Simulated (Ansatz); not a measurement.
A nudged elastic band was laid between two geometries of C2H9FSi2 (14 atoms, charge 0, multiplicity 1).

All numbers below come from RKS PBE0/def2-SVP in Ansatz 0.2.0.

```json
{"movable images": "7", "climbing image": "yes", "spring": "5.0 eV/Å²", "optimiser": "quadratic models (default)", "start path": "IDPP", "force threshold": "0.5 eV/Å", "iteration limit": "60", "end points": "relaxed"}
```

Initial state:

```xyz
14
Properties=species:S:1:pos:R:3
C -1.149 0.330 1.040
C 0.183 0.213 0.318
F 1.165 0.862 1.105
Si 0.185 1.142 -1.353
Si 0.772 -1.600 0.173
H -1.428 1.386 1.184
H -1.101 -0.143 2.034
H -1.951 -0.161 0.467
H 1.545 1.086 -1.964
H -0.801 0.509 -2.283
H -0.200 2.565 -1.112
H 0.833 -2.195 1.542
H 2.124 -1.647 -0.457
H -0.192 -2.377 -0.666
```

Final state:

```xyz
14
Properties=species:S:1:pos:R:3
C -1.166 0.392 0.999
C 0.167 0.273 0.281
F 1.099 1.107 0.946
Si 0.088 0.937 -1.510
Si 0.896 -1.491 0.394
H -1.073 0.081 2.052
H -1.928 -0.243 0.521
H -1.529 1.432 0.986
H 1.446 0.894 -2.127
H -0.849 0.096 -2.318
H -0.408 2.345 -1.478
H 1.013 -1.870 1.834
H 2.242 -1.527 -0.248
H -0.011 -2.454 -0.304
```

Problem. Which bonds break or form, and what moves?

Solution. No bond is made or broken. The dihedral H8–C1–C2–Si4 goes from 64 to -56°. The two ends are copies of one structure, up to a mirror image or an exchange of like atoms.

Problem. What energy profile does the band end with?

Solution. The forces met the threshold. The highest image is number 4 of 0 to 8, 3.1 kcal/mol above the ends, which have the same energy within 2 meV. The threshold of 0.5 eV/Å is loose, so the images may lie well off the minimum-energy path. Another band between the same ends (7 images) ends at a top of the same energy, where a vibrational analysis finds 1 clearly imaginary mode.

| image | path coordinate (Å) | energy (kcal/mol) | dihedral H8–C1–C2–Si4 (°) |
| --- | --- | --- | --- |
| 0 | 0.00 | 0.0 | 64 |
| 1 | 0.45 | 0.4 | 49 |
| 2 | 0.90 | 1.5 | 34 |
| 3 | 1.35 | 2.6 | 18 |
| 4 | 1.80 | 3.1 | 3 |
| 5 | 2.25 | 2.6 | -12 |
| 6 | 2.70 | 1.5 | -27 |
| 7 | 3.15 | 0.4 | -41 |
| 8 | 3.60 | 0.0 | -56 |

Problem. What is the geometry of the highest image?

Solution. 
```xyz
14
Properties=species:S:1:pos:R:3
C -1.196 0.365 0.996
C 0.157 0.262 0.279
F 1.094 1.088 0.954
Si 0.105 0.951 -1.500
Si 0.909 -1.490 0.370
H -1.049 1.059 1.836
H -1.548 -0.592 1.415
H -2.001 0.776 0.364
H 1.461 0.916 -2.122
H -0.839 0.128 -2.316
H -0.388 2.360 -1.450
H 1.024 -1.883 1.806
H 2.257 -1.523 -0.269
H 0.001 -2.448 -0.333
```

Time of the run: 110 s on 2 threads of Arm Neoverse V1, with other jobs on the host, peak memory 0.3 GiB.
